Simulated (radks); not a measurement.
Task: The praseodymium ion Pr54+, 5 electrons, occupied as [He] 2s2 2p1. All-electron calculation, scalar-relativistic Kohn-Sham, PBEsol, spin-polarised, spherical densities, finite nucleus; open shells are filled with parallel spins first (spin-orbit coupling, left out, can overturn this in heavy ions); Fermi nuclear charge, rms radius 4.8919 fm. Program: a radial shooting solver on a logarithmic mesh with Libxc functionals. Some entries of the table are withheld. Estimate them.

| orbital | occ. | eigenvalue (eV) | r(max) (bohr) |
|---|---|---|---|
| 1s up | 1 | -47226.10 | (1) |
| 1s down | 1 | -47208.59 | (2) |
| 2s up | 1 | -11330.48 | (3) |
| 2s down | 1 | -11299.20 | (4) |
| 2p up | 1 | (5) | 0.06747 |
| 2p down | 0 | (6) | 0.06756 |

Result: 
(1) 1s up r(max) (bohr): 0.01540
(2) 1s down r(max) (bohr): 0.01540
(3) 2s up r(max) (bohr): 0.08471
(4) 2s down r(max) (bohr): 0.08479
(5) 2p up eigenvalue (eV): -10767.34
(6) 2p down eigenvalue (eV): -10729.55
